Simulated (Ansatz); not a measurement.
CH₃BO₂, SMILES `BC(=O)O`. Charge 0, multiplicity 1.

```json
{"atom": "B1", "x (Å)": "-0.290", "y (Å)": "-0.710", "z (Å)": "-0.844"}
{"atom": "C2", "x (Å)": "-0.036", "y (Å)": "0.282", "z (Å)": "0.331"}
{"atom": "O3", "x (Å)": "-1.051", "y (Å)": "0.726", "z (Å)": "0.819"}
{"atom": "O4", "x (Å)": "1.186", "y (Å)": "0.605", "z (Å)": "0.751"}
{"atom": "H5", "x (Å)": "-0.470", "y (Å)": "-1.860", "z (Å)": "-0.598"}
{"atom": "H6", "x (Å)": "-0.424", "y (Å)": "-0.275", "z (Å)": "-1.945"}
{"atom": "H7", "x (Å)": "1.085", "y (Å)": "1.232", "z (Å)": "1.486"}
```

**Question.** What are the harmonic wavenumbers in cm⁻¹ at PBE0-D4/def2-TZVP (Ansatz, finite differences of forces, unscaled)? (Best estimate.)

**Answer.** Computed: 172, 261, 445, 544, 676, 834, 912, 980, 1173, 1204, 1425, 1778, 2626, 2723, 3725.

**Question.** Is this a minimum?

**Answer.** Yes, all 15 modes are real.

**Question.** Give the ideal-gas thermochemistry at 298.15 K and 1 bar (rigid rotor, harmonic oscillator; point group Cs, symmetry number 1).

**Answer.** Zero-point energy 116.5 kJ/mol; H(298) − E = 131.3 kJ/mol; entropy 285.0 J/(mol·K), of which translation 159.5, rotation 99.3, vibration 26.3; G(298) − E = 46.3 kJ/mol.

**Question.** And at 400, 500, 600, 800 and 1000 K?

**Answer.** 
```json
{"T (K)": "400", "H − E (kJ/mol)": "139.3", "S (J/mol/K)": "307.9", "G − E (kJ/mol)": "16.1"}
{"T (K)": "500", "H − E (kJ/mol)": "148.3", "S (J/mol/K)": "327.9", "G − E (kJ/mol)": "-15.7"}
{"T (K)": "600", "H − E (kJ/mol)": "158.2", "S (J/mol/K)": "346.0", "G − E (kJ/mol)": "-49.4"}
{"T (K)": "800", "H − E (kJ/mol)": "180.3", "S (J/mol/K)": "377.7", "G − E (kJ/mol)": "-121.8"}
{"T (K)": "1000", "H − E (kJ/mol)": "204.6", "S (J/mol/K)": "404.7", "G − E (kJ/mol)": "-200.2"}
```
